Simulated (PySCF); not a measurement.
C₆H₇F₃Si.
Geometry (PBE0-D3(BJ)/def2-SVP, Å), atoms numbered from 1 in this order:
```
atom  x, y, z in Å
C1     2.6351    0.6713    0.2052
Si2    1.1458    0.0162   -0.7264
C3     0.2909   -1.4465    0.0814
C4    -0.9679   -1.0674    0.3777
C5    -1.3386    0.3224    0.0144
C6    -2.7281    0.7949    0.3271
F7    -2.9196    2.0704   -0.0045
F8    -2.9884    0.6696    1.6351
F9    -3.6409    0.0626   -0.3239
C10   -0.3967    1.0841   -0.5759
H11    3.0130    1.5971   -0.2548
H12    3.4492   -0.0698    0.1968
H13    2.3684    0.8836    1.2515
H14    1.4968   -0.2467   -2.1568
H15    0.6600   -2.4489    0.3088
H16   -1.7077   -1.7149    0.8605
H17   -0.5974    2.1162   -0.8687
```

Computed with PySCF at PBE0/pcSseg-1, non-relativistic, on one gas-phase PBE0-D3(BJ)/def2-SVP geometry that isn't relaxed in the solvent. The solvent is an IEF-PCM continuum (van der Waals radii × 1.2). The model holds no explicit solvent molecules, cavitation or dispersion.

| run | E − E(gas) (kcal/mol) | HOMO (eV) | HOMO–LUMO gap (eV) | dipole (D) |
| --- | --- | --- | --- | --- |
| gas | 0.00 | -7.27 | 5.29 | 2.84 |
| P | -1.39 | -7.19 | 5.30 | 3.12 |
| Q | -1.23 | -7.19 | 5.30 | 3.09 |

**Question.** The runs were made in benzene and cyclohexane. Which run belongs to which solvent?

**Answer.** P = benzene, Q = cyclohexane. The dielectric constants are 2.017 (cyclohexane), 2.271 (benzene), and the energy falls further as ε rises. In this model the ground state sees the solvent through ε alone.

**Question.** How constant is the ratio of the lowering to (ε − 1)/(2ε + 1)?

**Answer.** 
```json
{"solvent": "cyclohexane", "(ε − 1)/(2ε + 1)": "0.202", "E − E(gas) (kcal/mol)": "-1.23", "ratio (kcal/mol)": "-6.1", "polarisation term (kcal/mol)": "-1.28"}
{"solvent": "benzene", "(ε − 1)/(2ε + 1)": "0.229", "E − E(gas) (kcal/mol)": "-1.39", "ratio (kcal/mol)": "-6.1", "polarisation term (kcal/mol)": "-1.46"}
```

The ratio changes by +0.1 % in size from cyclohexane to benzene. The polarisation term is half the interaction of the solute with the induced surface charges.
